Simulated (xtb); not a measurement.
C6H5I, SMILES C#C/C=C(\I)C=C. All values are semi-empirical tight-binding results from xtb (GFN2-xTB unless named), good for trends rather than for accurate numbers. Geometry optimised at GFN2-xTB. The structure was generated by enumeration; whether it is a known compound was not checked. The values are those of a single conformer.

Question: Estimate the properties. (The exact figures need the calculation; the answer reports its results.)

Answer: 
```
Item                                             Value
---------------------------------------  -------------
point group as xtb finds it                         Cs
orbital gap                                    2.84 eV
zero-point energy                        51.4 kcal/mol
G − E(el) at 298.15 K (modified RRHO)    29.9 kcal/mol
static polarisability (D4 model)            98.7 bohr³
solvation energy, GFN2-xTB/ALPB(water)   -3.0 kcal/mol
solvation energy, GFN2-xTB/ALPB(ch2cl2)  -7.8 kcal/mol
```
